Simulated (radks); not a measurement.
Spherical quantum dot in the effective-mass picture: electrons in a parabolic well V = omega^2 r^2 / 2 with omega = 0.121, with a point charge +1 (a donor) at the centre, all in effective atomic units (hartree* = m*/eps^2 hartree, bohr* = eps/m* bohr), one dielectric constant everywhere. Calculated with a radial shooting solver with Libxc functionals: non-relativistic Kohn-Sham, PBEsol, spin-polarised, spherical densities. Levels are named by radial order and angular momentum (1s, 1p, 1d, 2s, ...), and open shells are averaged over m. Results are scaled to m* = 0.165 and eps = 10.6, for which hartree* = 39.96 meV and bohr* = 3.4 nm.

N = 31, configuration 1s2 1p6 1d10 2s2 1f(up 7, down 4). This is the lowest configuration that the search found. Occupied levels:

level,occupation,eigenvalue (meV),<r> (nm)
1s down,1,132.88,8.957
1s up,1,132.92,9.005
2s up,1,135.69,29.54
2s down,1,135.87,28.99
1p up,3,135.92,30.38
1p down,3,136.08,29.63
1d up,5,137.06,33.40
1d down,5,137.28,33.01
1f up,7,138.42,35.46
1f down,4,138.67,35.24

Energy (meV): total 2448.16, kinetic 103.52, external 669.20, Hartree 1853.9, exchange-correlation -178.46.
